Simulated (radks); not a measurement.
Polarisability of the lithium ion Li+, [He], at imaginary frequency. All-electron calculation, scalar-relativistic Kohn-Sham, LDA (Slater exchange, VWN5 correlation), spin-polarised, spherical densities, finite nucleus; Fermi nuclear charge, rms radius 2.444 fm. Program: a radial shooting solver on a logarithmic mesh with Libxc functionals. Response by self-consistent Sternheimer equations with the Hartree and adiabatic LDA kernel, the relativistic mass of each level held fixed and spin-orbit coupling left out.

| w (hartree) | alpha1(iw) (bohr^3) | alpha2(iw) (bohr^5) |
|---|---|---|
| 0.00266 | 0.2149 | 0.1429 |
| 0.0143 | 0.2149 | 0.1429 |
| 0.0360 | 0.2149 | 0.1428 |
| 0.0697 | 0.2148 | 0.1428 |
| 0.118 | 0.2144 | 0.1426 |
| 0.186 | 0.2137 | 0.1423 |
| 0.280 | 0.2122 | 0.1416 |
| 0.413 | 0.2091 | 0.1402 |
| 0.605 | 0.2028 | 0.1373 |
| 0.892 | 0.1904 | 0.1314 |
| 1.35 | 0.1671 | 0.1195 |
| 2.12 | 0.1280 | 0.09740 |
| 3.59 | 0.07655 | 0.06341 |
| 6.94 | 0.03034 | 0.02723 |
| 17.5 | 0.005969 | 0.005580 |

Static values: alpha1 = 0.2149 bohr^3 (0.03185 angstrom^3; uncoupled 0.2297), alpha2 = 0.1429 bohr^5, alpha3 = 0.2337 bohr^7. C6 = 0.09109, C8 = 0.3326, triple-dipole C9 = 0.01437 atomic units. One-pole (London) frequency 4 C6 / (3 alpha1^2) = 2.629 hartree, against 2.190 for minus the highest occupied eigenvalue.
